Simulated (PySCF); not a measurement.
CdGeH6Si, SMILES [SiH3][Cd][GeH3].

Geometry: PBE-D3(BJ)/def2-SVP. The structure was generated by enumeration; whether it is a known compound was not checked. The def2 effective core potentials stand for the cores of Cd; spin–orbit coupling is left out.

Level of theory: PBE-D3(BJ)/def2-SVP run with PySCF.

Frequencies are harmonic and unscaled.

A small imaginary wavenumber (i) marks a very flat motion, where grid noise or a shallow saddle decides the sign.

Modes within 1.5 cm⁻¹ of each other (mostly degenerate sets) share a row, with their intensities summed.

| mode | ν (cm⁻¹) | IR (km/mol) | moving atoms (share of kinetic energy) |
|---|---|---|---|
| 1 | 19i | 0.0 | H 100 % |
| 2–3 | 64 | 5.1 | Cd 42 %, Si 31 %, Ge 14 %, H 13 % |
| 4 | 187 | 0.8 | Ge 60 %, Si 21 %, Cd 15 % |
| 5 | 288 | 18.2 | Si 56 %, Cd 34 % |
| 6–7 | 356 | 2.4 | H 95 % |
| 8–9 | 412 | 12.2 | H 88 %, Si 9 % |
| 10 | 748 | 566.2 | H 96 % |
| 11 | 817 | 153.9 | H 92 % |
| 12–13 | 857 | 50.8 | H 99 % |
| 14–15 | 905 | 63.0 | H 98 % |
| 16 | 2034 | 140.8 | H 100 % |
| 17–18 | 2052 | 230.3 | H 98 % |
| 19 | 2126 | 93.5 | H 99 % |
| 20–21 | 2142 | 169.3 | H 96 % |
